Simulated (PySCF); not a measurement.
## Hf⁺ (hafnium, charge +1): UHF calculation

Configuration: [Xe] 4f14 6s2 6p1, 2P determinant (an excited configuration). All numbers are calculated (PySCF 2.14, scalar relativity by spin-free X2C-1e, in ANO-RCC-VTZP (8s7p5d3f2g1h, 104 functions)).

* Total energy: -15072.498358 hartree
* One-electron energy: -20665.9427 hartree
* Hartree (Coulomb) energy: 5901.1992 hartree
* Exchange energy: -307.7549 hartree
* ⟨S²⟩: 1.0545
* ⟨L²⟩: 3.282
* Sum of ⟨r⟩: 42.89 bohr
* Sum of ⟨r²⟩: 66.87 bohr²
* Traceless quadrupole moment −½Σ⟨3z² − r²⟩ along its main axis: -8.43 e·bohr²
* Langevin diamagnetic susceptibility: -53.0 ×10⁻⁶ cm³/mol

| shell | electrons | mean orbital energy (hartree) | spread (hartree) | rms radius, mean of both spins (bohr) |
| --- | --- | --- | --- | --- |
| 1s α | 1 | -2413.95817 | 0 | 0.0215 |
| 1s β | 1 | -2413.95726 | 0 | 0.0215 |
| 2s α | 1 | -418.27219 | 0 | 0.0869 |
| 2s β | 1 | -418.27211 | 0 | 0.0869 |
| 2p α | 3 | -368.22217 | 0.00025 | 0.0788 |
| 2p β | 3 | -368.22193 | 0.00020 | 0.0788 |
| 3s α | 1 | -97.86840 | 0 | 0.222 |
| 3s β | 1 | -97.86750 | 0 | 0.222 |
| 3p α | 3 | -82.57296 | 0.00172 | 0.224 |
| 3p β | 3 | -82.57200 | 0.00291 | 0.224 |
| 3d α | 5 | -63.90377 | 0.00052 | 0.205 |
| 3d β | 5 | -63.90362 | 0.00137 | 0.205 |
| 4s α | 1 | -21.22701 | 0 | 0.498 |
| 4s β | 1 | -21.22538 | 0 | 0.498 |
| 4p α | 3 | -16.09555 | 0.00159 | 0.530 |
| 4p β | 3 | -16.09407 | 0.00745 | 0.530 |
| 4d α | 5 | -9.23922 | 0.00163 | 0.578 |
| 4d β | 5 | -9.23881 | 0.00491 | 0.578 |
| 5s α | 1 | -3.43636 | 0 | 1.21 |
| 5s β | 1 | -3.43478 | 0 | 1.21 |
| 5p β | 3 | -2.07125 | 0.01462 | 1.42 |
| 5p α | 3 | -2.06796 | 0.01734 | 1.42 |
| 4f α | 7 | -1.63135 | 0.00398 | 0.741 |
| 4f β | 7 | -1.63094 | 0.00767 | 0.741 |
| 6s α | 1 | -0.59633 | 0 | 3.23 |
| 6s β | 1 | -0.54864 | 0 | 3.23 |
| 6p α | 1 | -0.37335 | 0 | 4.11 |

⟨L²⟩ = 3.28 against 2 for a pure P term, so this real determinant mixes terms. Spin-orbit coupling, absent here, splits the open shell strongly. ⟨S²⟩ = 1.05 against 0.75 shows spin contamination.

Densities and radii are taken from the X2C orbitals without a picture-change correction, which distorts them close to the nucleus.

Spin-orbit constants ζ (cm⁻¹) from the X2C one-electron operator on these orbitals: bare nucleus, nucleus screened by l(l+1)(2l+1)/3 electrons, and screened by the Breit-Pauli mean field of the electrons.

```
shell     bare  screened nucleus  mean field
   2p  6083000           5914000         n/a
   3p  1318000           1281000         n/a
   3d   205200            176700         n/a
   4p   295300            287100         n/a
   4d    39260             33800         n/a
   4f     6504              3975         n/a
   5p    37760             36710         n/a
   6p     3283              3192         n/a
```

To first order the Landé constant is A = 3192 cm⁻¹, so the lowest level has J = 1/2 and lies 0.396 eV below the centre of the term. First order in ζ underestimates the shift of the j = l − 1/2 level at high Z.
